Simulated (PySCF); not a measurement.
## Ne²⁺: excitation energy

Ne²⁺ [He] 2s2 2p4 (3P) → Ne²⁺ [He] 2s1 2p5 (3P), as a difference of total energies. Calculation: PySCF 2.14, in aug-cc-pwCVTZ (7s6p4d2f, 59 functions); the non-relativistic Hamiltonian (point nucleus). Correlated levels: valence: 1s2 frozen; valence and next inner shell: nothing frozen. The calculations carry no spin-orbit coupling.

| method | excitation energy (cm⁻¹) |
| --- | --- |
| UHF | 214100 |
| LDA | 182670 |
| PBE | 185260 |
| PBE0 | 192720 |
| r2SCAN | 193190 |
| MN15 | 178700 |
| PW91 | 185030 |
| M06 | 189290 |
| B2PLYP | 197780 |
| MP2 (valence) | 206270 |
| SCS-MP2 (valence) | 205510 |
| MP2 (valence and next inner shell) | 205670 |
| SCS-MP2 (valence and next inner shell) | 205160 |
